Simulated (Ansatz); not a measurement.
Molecular dynamics of ClH$_{3}$Sn

Input file:

```yaml
crystal:
  periodic: [false, false, false]
  atoms:
    - { symbol: Sn, position_ang: [-0.479184, -0.281587, 0.449822] }
    - { symbol: Cl, position_ang: [1.111711, 0.275726, -1.651102] }
    - { symbol: H, position_ang: [-0.089804, -0.882366, -1.22871] }
    - { symbol: H, position_ang: [-1.249692, 1.26903, 0.698215] }
    - { symbol: H, position_ang: [0.707069, -0.380802, 1.731777] }
basis:
  gaussian: { orbitals: def2-SVP }
hamiltonian:
  xc: pbe
  dispersion: d4
md:
  timestep: 0.5
  n_steps: 200
  ensemble: nve
  temperature: 300.0
  initial_velocities: maxwell_boltzmann
  seed: 4982
```

Launched with:

```bash
$ ansatz run input.yaml --threads 1 --pin off --max-ram 2048MiB --backend cpu --events-out ev --progress --plain --runs-dir out
```

It starts at the highest image of a converged band, a first-order saddle point between two minima.

Output, in part (step lines, the closing report, with atoms numbered from 0):

```
md step     0: t =     0.00 fs  T =   300.0 K  F+E_penalty+E_count = -18392.24741182 eV  E_kin = 0.116334 eV  conserved = -18392.13107782 eV  (23 SCF iters)
md step     1: t =     0.50 fs  T =   298.0 K  F+E_penalty+E_count = -18392.24665218 eV  E_kin = 0.115574 eV  conserved = -18392.13107775 eV  (26 SCF iters)
md step     2: t =     1.00 fs  T =   293.2 K  F+E_penalty+E_count = -18392.24477061 eV  E_kin = 0.113706 eV  conserved = -18392.13106492 eV  (26 SCF iters)
md step     3: t =     1.50 fs  T =   286.1 K  F+E_penalty+E_count = -18392.24199078 eV  E_kin = 0.110950 eV  conserved = -18392.13104054 eV  (26 SCF iters)
md step     4: t =     2.00 fs  T =   277.8 K  F+E_penalty+E_count = -18392.23872152 eV  E_kin = 0.107715 eV  conserved = -18392.13100632 eV  (26 SCF iters)
md step     5: t =     2.50 fs  T =   269.6 K  F+E_penalty+E_count = -18392.23552261 eV  E_kin = 0.104557 eV  conserved = -18392.13096595 eV  (26 SCF iters)
md step     6: t =     3.00 fs  T =   263.3 K  F+E_penalty+E_count = -18392.23304453 eV  E_kin = 0.102120 eV  conserved = -18392.13092479 eV  (26 SCF iters)
md step     7: t =     3.50 fs  T =   260.6 K  F+E_penalty+E_count = -18392.23194891 eV  E_kin = 0.101061 eV  conserved = -18392.13088815 eV  (26 SCF iters)
[... lines left out ...]
Total energy: -18393.45079420 eV, -675.9468491582 hartree
Atom 0 at    -0.465543    -0.274471     0.435058 Å, force     1.581057     1.112750    -1.688488 eV/Å
Atom 1 at     1.101857     0.279562    -1.621677 Å, force    -1.137928    -0.378770     1.442857 eV/Å
Atom 2 at    -1.367716    -1.571124    -0.241226 Å, force    -0.114567    -0.050798     0.226396 eV/Å
Atom 3 at    -1.350012     1.281332     0.569772 Å, force     0.362390    -0.822859     0.185791 eV/Å
Atom 4 at     0.825371    -0.677305     1.576622 Å, force    -0.690951     0.139677    -0.166555 eV/Å
Dipole moment:    -0.509563    -0.193370     0.680734 e Å
```

The steps, from the saved trajectory:

```tsv
time (fs)	T (K)	potential energy less start (eV)	conserved less start (meV/atom)
0.0	300	0.000	0.00
3.0	263	0.014	0.03
6.0	337	-0.014	0.04
9.0	594	-0.114	0.02
12.0	988	-0.267	0.06
15.0	1722	-0.551	0.03
18.0	2665	-0.918	-0.08
21.0	3269	-1.152	-0.11
24.0	3393	-1.200	-0.12
27.0	3040	-1.063	-0.09
30.0	2438	-0.829	-0.02
33.0	2000	-0.659	0.00
36.0	1818	-0.589	0.00
39.0	1934	-0.634	0.04
42.0	2471	-0.842	-0.08
45.0	2767	-0.958	-0.14
48.0	2471	-0.842	-0.07
51.0	2012	-0.664	-0.02
54.0	1721	-0.551	-0.02
57.0	1685	-0.537	0.04
60.0	2186	-0.732	-0.04
63.0	2750	-0.951	-0.12
66.0	2935	-1.022	-0.06
69.0	3073	-1.076	-0.05
72.0	3204	-1.127	-0.12
75.0	2837	-0.984	-0.12
78.0	2009	-0.663	0.02
81.0	1433	-0.439	0.00
84.0	1154	-0.331	0.04
87.0	1349	-0.407	0.06
90.0	2107	-0.701	-0.01
93.0	2967	-1.035	-0.09
96.0	3474	-1.231	-0.08
99.0	3531	-1.254	-0.14
```

The run went to its last step. The conserved energy stayed within 0.15 meV per atom of its start (net change -0.14 meV per atom), so the integration is sound. The system heated up, since it started high on the potential surface and ran downhill. A run of 0.1 ps of so small a system gives no equilibrium averages. The orbitals stay closed-shell, which can raise the energy where a bond breaks towards radicals; this wasn't checked here.

The step under study would form Cl2–H3 and break Sn1–Cl2, Sn1–H3. These pairs go: Cl2–H3 1.72 → 3.38 Å, Sn1–Cl2 2.69 → 2.64 Å, Sn1–H3 1.82 → 1.72 Å. In the last frame they stand as before the step (other bonds may differ from the relaxed reactants and products). It ends as one piece, ClH3Sn. Pairs count as bonded within 1.25 times the sum of covalent radii (0.12 Å more for H–H).

Last frame:

```xyz
5
Properties=species:S:1:pos:R:3
Sn -0.466 -0.275 0.435
Cl 1.102 0.280 -1.622
H -1.368 -1.571 -0.241
H -1.350 1.281 0.570
H 0.825 -0.677 1.577
```

Time of the run: 3.9 min on 1 CPU thread of a shared host.
